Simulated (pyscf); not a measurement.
**•HC=C(CH₃)–Br, doublet**

Gas-phase minimum from PySCF at ωB97X-D3(BJ)/def2-SVP, one conformer. •HC=C(CH₃)–Br lies 22.5 kcal/mol over its isomer •H₂C–CH=CH–Br (electronic energy, ωB97M-D3(BJ)/def2-TZVP). 

```
C
C 1 1.3063
H 2 1.0884 1 140.91
C 1 1.5007 2 128.81 3 -179.99
H 4 1.0991 1 110.09 2 -0.05
H 4 1.1009 5 109.28 1 121.10
H 4 1.1009 5 109.28 6 117.79
Br 1 1.9339 2 117.52 3 0.00
```
Charge 0, spin multiplicity 2.

Properties at ωB97X-D3(BJ)/def2-SVP:

```
Quantity                                                                                                                                                                                                                 Result
---------------------------------------------------------------------------------------------------------------------  --------------------------------------------------------------------------------------------------------
Harmonic wavenumbers, unscaled                                                                                         192, 291, 327, 418, 532, 701, 769, 1004, 1047, 1083, 1400, 1455, 1460, 1747, 3076, 3171, 3192, 3318 cm⁻¹
Zero-point energy                                                                                                                                                                                                 36.0 kcal/mol
Rotational symmetry number                                                                                                                                                                                                    1
Entropy of this conformer at 298 K and 1 atm, rigid rotor and harmonic oscillator, modes under 100 cm⁻¹ raised to 100                                                                                           312.8 J/(mol K)
Dipole moment                                                                                                                                                                                                            1.06 D
Spin expectation value S2                                                                                                                                                                                                 0.765
```

Single-point totals, which compare only within one level:

```
level                   total energy (hartree)
----------------------  ----------------------
ωB97X-D3(BJ)/def2-TZVP             -2690.79379
PBE/def2-TZVP                      -2690.27834
r²SCAN/def2-TZVP                   -2690.73880
B3LYP-D3(BJ)/def2-TZVP             -2690.86710
PBE0-D3(BJ)/def2-TZVP              -2690.38515
M06-2X/def2-TZVP                   -2690.80183
ωB97M-D3(BJ)/def2-TZVP             -2690.85718
```

Soft torsions are taken as harmonic, which can shift the entropy by several J/(mol K). Elements up to Kr have no core potential and no relativistic terms here.
